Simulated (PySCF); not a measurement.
B(F)(H)(OSiH3) (BFH4OSi), SMILES FBO[SiH3].

The structure is a stationary point at TPSSh-D3(BJ)/def2-SVP. One conformer was computed; it need not be the lowest.

The numbers are results of TPSSh-D3(BJ)/def2-SVP (PySCF), not measurements.

Frequencies are harmonic and unscaled.

Computed vibrational spectrum:
```
mode  ν (cm⁻¹)  IR (km/mol)  moving atoms (share of kinetic energy)
----  --------  -----------  --------------------------------------
1           55          0.0                                  H 87 %
2           97          1.7         F 41 %, Si 28 %, O 20 %, H 10 %
3          194          2.2                  H 39 %, O 32 %, B 23 %
4          557         25.4          O 35 %, F 33 %, H 15 %, B 15 %
5          723         53.0                          H 84 %, Si 9 %
6          730         38.8         Si 35 %, O 34 %, B 17 %, H 14 %
7          747         47.2                   H 73 %, Si 9 %, O 9 %
8          920         52.6                          H 56 %, B 39 %
9          962         65.6                                  H 96 %
10         967         86.5                                  H 96 %
11         984        360.0                          H 90 %, Si 9 %
12        1112         20.4                  H 66 %, F 20 %, B 13 %
13        1203        149.4          B 32 %, O 31 %, H 23 %, F 13 %
14        1436        596.1                          B 65 %, O 24 %
15        2277         69.2                                  H 98 %
16        2282        130.8                                  H 96 %
17        2302        110.5                                  H 96 %
18        2700        169.3                           H 91 %, B 9 %
```
